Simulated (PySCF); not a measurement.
**Frontier orbitals and the lowest excitations**

Species: p-dibromotetrafluorobenzene, C6Br2F4.
Structure used (PBE0-D3(BJ)/def2-SVP), in Å, numbered top down from 1:
```xyz
12
C6Br2F4 angstrom
F     -1.1276    2.4601   -0.0305
C     -0.5888    1.2570   -0.0129
C      0.7489    1.1123   -0.3740
F      1.4353    2.1824   -0.7243
C      1.3489   -0.1479   -0.3639
Br     3.1381   -0.3406   -0.8461
C      0.5954   -1.2615    0.0110
F      1.1333   -2.4650    0.0289
C     -0.7424   -1.1167    0.3720
F     -1.4298   -2.1861    0.7222
C     -1.3420    0.1435    0.3621
Br    -3.1312    0.3355    0.8444
```

Level of theory: PySCF, TDDFT CAM-B3LYP/def2-SVPD, vertical, gas phase, core orbitals frozen in the response. Relativistic effects, spin–orbit coupling among them, are left out although an element past zinc is present.

Kohn–Sham orbitals with the atoms that hold most of them (Löwdin shares over 4%, at most four atoms; ? is withheld):

```json
{"orbital": "HOMO-3", "ε (eV)": "-10.51", "atoms": "Br12 36%, Br6 36%, C11 6%, C5 6%"}
{"orbital": "HOMO-2", "ε (eV)": "-10.47", "atoms": "Br12 43%, Br6 40%, C11 5%, C5 4%"}
{"orbital": "HOMO-1", "ε (eV)": "-9.17", "atoms": "?"}
{"orbital": "HOMO", "ε (eV)": "?", "atoms": "Br12 22%, Br6 22%, C5 16%, C11 16%"}
{"orbital": "LUMO", "ε (eV)": "-0.61", "atoms": "?"}
{"orbital": "LUMO+1", "ε (eV)": "-0.40", "atoms": "Br6 21%, Br12 21%, C5 10%, C11 10%"}
{"orbital": "LUMO+2", "ε (eV)": "0.07", "atoms": "C7 17%, C2 17%, C3 17%, C9 17%"}
```

(1) Which atoms hold the HOMO-1, and with what shares?

(2) Give the leading atoms of the LUMO.

(3) What is the HOMO energy, and the HOMO–LUMO gap?

Answers

(1) C9 (bonded to 2 C and F) 16%; C3 (bonded to 2 C and F) 16%; C7 (bonded to 2 C and F) 16%; C2 (bonded to 2 C and F) 16%.

(2) C5 (bonded to Br and 2 C) 21%; C11 (bonded to Br and 2 C) 21%; C3 (bonded to 2 C and F) 9%; C9 (bonded to 2 C and F) 9%.

(3) ε(HOMO) = -8.85 eV; the gap is 8.24 eV (0.3027 hartree).

**Question.** How does S1 compare with the orbital gap of 8.24 eV?

**Answer.** S1 is at 5.12 eV (f = 0.015), 3.12 eV below the gap, made of HOMO-1→LUMO (64%), HOMO→LUMO+2 (34%). Its leading pair isn't HOMO and LUMO; the energies of that pair differ by 8.56 eV. 

**Question.** One configuration dominates each of S2, S3 and S4. Which, and how do the shares of the two leading atoms of either orbital change from the occupied to the empty one?

**Answer.** 
- S2 (5.19 eV, f 0.0000), HOMO→LUMO+1 (90%): Br12 22% → 21%, Br6 22% → 21%
- S3 (5.54 eV, f 0.0000), HOMO-1→LUMO+1 (95%): C9 16% → at most 11%, C3 16% → at most 11%, Br6 at most 16% → 21%, Br12 at most 16% → 21%
- S4 (5.60 eV, f 0.332), HOMO→LUMO (88%): Br12 22% → at most 10%, Br6 22% → at most 10%, C5 16% → 21%, C11 16% → 21%
